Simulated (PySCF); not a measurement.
## Radial density of C+ (carbon, charge +1)

BLYP, [He] 2s2 2p1, 2P determinant. All numbers are calculated (PySCF 2.14, the spin-free X2C one-electron Hamiltonian (Gaussian nucleus), in aug-cc-pVTZ-DK).

| r (bohr) | 4πr²ρ (e/bohr) | 4πr²(ρα − ρβ) |
| --- | --- | --- |
| 0.00499 | 0.03876 | 0.0000 |
| 0.00839 | 0.1051 | 0.0000 |
| 0.0141 | 0.2742 | 0.0000 |
| 0.0238 | 0.6881 | 0.0000 |
| 0.0399 | 1.598 | 0.0002 |
| 0.0672 | 3.270 | 0.0010 |
| 0.113 | 5.382 | 0.0054 |
| 0.190 | 6.209 | 0.0270 |
| 0.320 | 4.043 | 0.1081 |
| 0.538 | 1.569 | 0.3339 |
| 0.905 | 1.890 | 0.6159 |
| 1.52 | 1.709 | 0.5117 |
| 2.56 | 0.3950 | 0.1335 |
| 4.31 | 0.01467 | 0.0068 |

Densities and radii are taken from the X2C orbitals without a picture-change correction, which distorts them close to the nucleus.
